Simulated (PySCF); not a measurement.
2-pyrimidin-2-yl-1,3,4-oxadiazole (C₆H₄N₄O), SMILES c1cnc(-c2nnco2)nc1.

Geometry optimised at ωB97X-D3(BJ)/def2-SVP. Other conformers were not sampled.

Level of theory: SMD-PBE0/6-31G* run with PySCF.

Solvation free energies are E(SMD) − E(gas) at the gas-phase geometry, for 1 M in both phases. In vacuum the dipole moment is 4.75 D.

**Question.** Estimate the solvation free energies in water, ethylethanoate, toluene. (An estimate is asked for; the answer gives what the named calculation found.)

**Answer.** 
```tsv
solvent	ΔG(solv) (kcal/mol)	its non-electrostatic (CDS) part	dipole (D)
water	-14.1	0.5	6.52
ethylethanoate	-10.3	0.0	6.11
toluene	-7.0	-0.9	5.56
```
